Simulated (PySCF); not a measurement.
aniline (C$_{6}$H$_{7}$N), singlet, geometry from GFN2-xTB, with bond 8-1 at 1.8 times its length; HF/STO-3G in PySCF.

The PySCF input:
```python
from pyscf import gto, scf

mol = gto.M(
    atom='''
N     2.26898850   -0.34589154    0.26581677
C     0.91756321   -0.12718200    0.07978234
C     0.32384857    1.05784892    0.51488921
C    -1.03918263    1.24264988    0.39414758
C    -1.83576132    0.25579586   -0.16255361
C    -1.25309513   -0.92291663   -0.59783701
C     0.10910245   -1.11615687   -0.48096117
H     3.02285968   -1.63027663   -0.76788980
H     2.83930297    0.47425910    0.39407885
H     0.94292242    1.83040004    0.94949780
H    -1.48309267    2.16698132    0.73495964
H    -2.90066566    0.40457570   -0.25771264
H    -1.86492136   -1.69850304   -1.03570909
H     0.56087799   -2.03726852   -0.82217146
''',
    basis='sto-3g',
    verbose=4,
)

mf = scf.RHF(mol)
mf.kernel()
mo_i, mo_e, stable_i, stable_e = mf.stability(internal=True, external=True, return_status=True, nroots=6, tol=1e-6)
print('internally stable:', stable_i, ' externally stable:', stable_e)
if not stable_e:
    umf = mf.to_uhf() if not hasattr(mf, 'xc') else mf.to_uks()
    umf.scf_summary = {}
    umf.kernel(umf.make_rdm1(mo_e, umf.mo_occ))
```

It wrote (shortened):

```
PySCF version 2.14.0

[INPUT] verbose = 4
[INPUT] num. atoms = 14
[INPUT] num. electrons = 50
[INPUT] charge = 0
[INPUT] spin (= nelec alpha-beta = 2S) = 0
[INPUT] symmetry False subgroup None
[INPUT] Mole.unit = angstrom
[INPUT] Symbol           X                Y                Z      unit          X                Y                Z       unit  Magmom
[INPUT]  1 N      2.268988500000  -0.345891540000   0.265816770000 AA    4.287766844788  -0.653640279404   0.502320894617 Bohr   0.0
[INPUT]  2 C      0.917563210000  -0.127182000000   0.079782340000 AA    1.733943168877  -0.240339147974   0.150766772177 Bohr   0.0
[INPUT]  3 C      0.323848570000   1.057848920000   0.514889210000 AA    0.611985103132   1.999044739967   0.972999591394 Bohr   0.0
[INPUT]  4 C     -1.039182630000   1.242649880000   0.394147580000 AA   -1.963770564105   2.348267941924   0.744830978860 Bohr   0.0
[INPUT]  5 C     -1.835761320000   0.255795860000  -0.162553610000 AA   -3.469086124870   0.483384119198  -0.307181803459 Bohr   0.0
[INPUT]  6 C     -1.253095130000  -0.922916630000  -0.597837010000 AA   -2.368006603726  -1.744059666507  -1.129748216029 Bohr   0.0
[INPUT]  7 C      0.109102450000  -1.116156870000  -0.480961170000 AA    0.206173750019  -2.109230796352  -0.908884887850 Bohr   0.0
[INPUT]  8 H      3.022859680000  -1.630276630000  -0.767889800000 AA    5.712376908190  -3.080776337979  -1.451101415847 Bohr   0.0
[INPUT]  9 H      2.839302970000   0.474259100000   0.394078850000 AA    5.365504997964   0.896219811083   0.744701097984 Bohr   0.0
[INPUT] 10 H      0.942922420000   1.830400040000   0.949497800000 AA    1.781865130512   3.458954773993   1.794290797877 Bohr   0.0
[INPUT] 11 H     -1.483092670000   2.166981320000   0.734959640000 AA   -2.802638963650   4.095001211848   1.388872432209 Bohr   0.0
[INPUT] 12 H     -2.900665660000   0.404575700000  -0.257712640000 AA   -5.481463676331   0.764537269654  -0.487006308439 Bohr   0.0
[INPUT] 13 H     -1.864921360000  -1.698503040000  -1.035709090000 AA   -3.524190614251  -3.209705567341  -1.957206524823 Bohr   0.0
[INPUT] 14 H      0.560877990000  -2.037268520000  -0.822171460000 AA    1.059905790397  -3.849879544998  -1.553678886834 Bohr   0.0

nuclear repulsion = 270.468569418733
number of shells = 28
number of NR pGTOs = 126
number of NR cGTOs = 42
basis = sto-3g
ecp = {}

******** <class 'pyscf.scf.hf.RHF'> ********
method = RHF
initial guess = minao
damping factor = 0
level_shift factor = 0
DIIS = <class 'pyscf.scf.diis.CDIIS'>
diis_start_cycle = 1
diis_space = 8
diis_damp = 0
SCF conv_tol = 1e-09
SCF conv_tol_grad = None
SCF max_cycles = 50
direct_scf = True
direct_scf_tol = 1e-13
Set gradient conv threshold to 3.16228e-05
Initial guess from minao.
init E= -284.118113542455
cycle= 1 E= -281.919957576618  delta_E=  2.2  |g|= 0.392  |ddm|= 5.11
cycle= 2 E= -281.977081570093  delta_E= -0.0571  |g|= 0.167  |ddm|= 0.783
cycle= 3 E= -281.986891411672  delta_E= -0.00981  |g|= 0.0544  |ddm|= 0.286
cycle= 4 E= -281.988315838692  delta_E= -0.00142  |g|= 0.0124  |ddm|= 0.105
cycle= 5 E= -281.988426010232  delta_E= -0.00011  |g|= 0.00543  |ddm|= 0.0288
cycle= 6 E= -281.988473425063  delta_E= -4.74e-05  |g|= 0.00259  |ddm|= 0.0233
cycle= 7 E= -281.988488812103  delta_E= -1.54e-05  |g|= 0.00145  |ddm|= 0.0145
cycle= 8 E= -281.988494883609  delta_E= -6.07e-06  |g|= 0.00059  |ddm|= 0.0112
cycle= 9 E= -281.988495823565  delta_E= -9.4e-07  |g|= 0.000137  |ddm|= 0.00548
cycle= 10 E= -281.988495843599  delta_E= -2e-08  |g|= 5.24e-05  |ddm|= 0.000571
cycle= 11 E= -281.988495846216  delta_E= -2.62e-09  |g|= 1.91e-05  |ddm|= 0.000172
cycle= 12 E= -281.988495846634  delta_E= -4.18e-10  |g|= 8.77e-06  |ddm|= 6.48e-05
Extra cycle  E= -281.988495846686  delta_E= -5.14e-11  |g|= 4.39e-06  |ddm|= 1.72e-05
converged SCF energy = -281.988495846686
rhf_internal: lowest eigs of H = [0.4889161  0.85587796 0.9843108  1.19963997 1.22696794 1.48089869]
<class 'pyscf.scf.hf.RHF'> wavefunction is stable in the internal stability analysis
rhf_real2complex: lowest eigs of H = [0.07519433 0.22391174 0.24933399 0.2512917  0.29015074 0.29790457]
<class 'pyscf.scf.hf.RHF'> wavefunction is stable in the real -> complex stability analysis
rhf_external: lowest eigs of H = [-0.22380267 -0.06405159  0.05009752  0.14356478  0.16965737  0.19816079]
<class 'pyscf.scf.hf.RHF'> wavefunction has an RHF/RKS -> UHF/UKS instability
internally stable: True  externally stable: False

******** <class 'pyscf.scf.uhf.UHF'> ********
method = UHF
initial guess = minao
damping factor = 0
level_shift factor = 0
DIIS = <class 'pyscf.scf.diis.CDIIS'>
diis_start_cycle = 1
diis_space = 8
diis_damp = 0
SCF conv_tol = 1e-09
SCF conv_tol_grad = None
SCF max_cycles = 50
direct_scf = True
direct_scf_tol = 1e-13
number electrons alpha = 25  beta = 25
Set gradient conv threshold to 3.16228e-05
init E= -281.83527584544
cycle= 1 E= -282.024855694842  delta_E= -0.19  |g|= 0.129  |ddm|= 0.778
cycle= 2 E= -282.048840367183  delta_E= -0.024  |g|= 0.05  |ddm|= 0.259
cycle= 3 E= -282.053595107994  delta_E= -0.00475  |g|= 0.0276  |ddm|= 0.116
cycle= 4 E= -282.055628001974  delta_E= -0.00203  |g|= 0.0225  |ddm|= 0.0738
cycle= 5 E= -282.056941130679  delta_E= -0.00131  |g|= 0.0231  |ddm|= 0.0486
cycle= 6 E= -282.055368995726  delta_E= 0.00157  |g|= 0.0218  |ddm|= 0.0586
cycle= 7 E= -282.050129593644  delta_E= 0.00524  |g|= 0.0157  |ddm|= 0.266
cycle= 8 E= -282.050465056136  delta_E= -0.000335  |g|= 0.0131  |ddm|= 0.0637
cycle= 9 E= -282.051549538884  delta_E= -0.00108  |g|= 0.0092  |ddm|= 0.126
cycle= 10 E= -282.052065650188  delta_E= -0.000516  |g|= 0.0056  |ddm|= 0.101
cycle= 11 E= -282.052438805936  delta_E= -0.000373  |g|= 0.00191  |ddm|= 0.108
cycle= 12 E= -282.052459876878  delta_E= -2.11e-05  |g|= 0.000914  |ddm|= 0.0199
cycle= 13 E= -282.05246377806  delta_E= -3.9e-06  |g|= 0.000311  |ddm|= 0.0114
cycle= 14 E= -282.052463933104  delta_E= -1.55e-07  |g|= 0.000131  |ddm|= 0.00155
cycle= 15 E= -282.052463953767  delta_E= -2.07e-08  |g|= 5.37e-05  |ddm|= 0.000706
cycle= 16 E= -282.052463960728  delta_E= -6.96e-09  |g|= 2.8e-05  |ddm|= 0.000176
cycle= 17 E= -282.052463962883  delta_E= -2.15e-09  |g|= 1.29e-05  |ddm|= 0.000153
cycle= 18 E= -282.05246396357  delta_E= -6.88e-10  |g|= 7.9e-06  |ddm|= 7.1e-05
Extra cycle  E= -282.052463963709  delta_E= -1.38e-10  |g|= 6.71e-06  |ddm|= 1.72e-05
converged SCF energy = -282.052463963709  <S^2> = 0.90064288  2S+1 = 2.1453605
```
